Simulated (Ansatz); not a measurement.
This geometry of AlBrH4 (6 atoms, charge 0, multiplicity 1) is a first-order saddle point.

The calculation used Ansatz, RKS PBE0-D4/def2-mTZVP.

```xyz
6
Properties=species:S:1:pos:R:3
Al 0.007 -0.008 0.056
H 0.009 0.268 1.660
H 1.404 0.110 -0.681
H -1.404 0.032 -0.664
Br 0.085 -2.593 1.013
H 0.055 -1.339 1.820
```

(1) Which two structures does it join? (They come from a converged band through this point; their orientation in space is the band's.)

(2) How far does it lie above each of them?

Results:

(1) Bonds broken: Al1–H2, Br5–H6. Bonds formed: Al1–Br5, H2–H6. AlBrH4 becomes AlBrH2 + H2.

First end point:

```xyz
6
Properties=species:S:1:pos:R:3
Al 0.003 0.166 0.007
H -0.002 0.737 1.496
H 1.374 0.095 -0.796
H -1.375 0.018 -0.775
Br 0.086 -2.470 0.947
H 0.070 -2.077 2.326
```

Last end point:

```xyz
6
Properties=species:S:1:pos:R:3
Al 0.023 -0.642 -0.247
H 0.007 0.295 2.012
H 1.399 0.107 -0.434
H -1.395 0.027 -0.419
Br 0.090 -2.885 0.098
H 0.031 -0.433 2.195
```

(2) 11.0 kJ/mol above the first and 140.7 kJ/mol above the second. This is the barrier of this one path; another mechanism may lie lower. The orbitals stay closed-shell, which can raise the energy where a bond breaks towards radicals; this wasn't checked here.

Run time: 40 s on 1 thread of Intel(R) Xeon(R) 6975P-C (Granite Rapids), with other jobs on the host, peak memory 0.15 GiB.
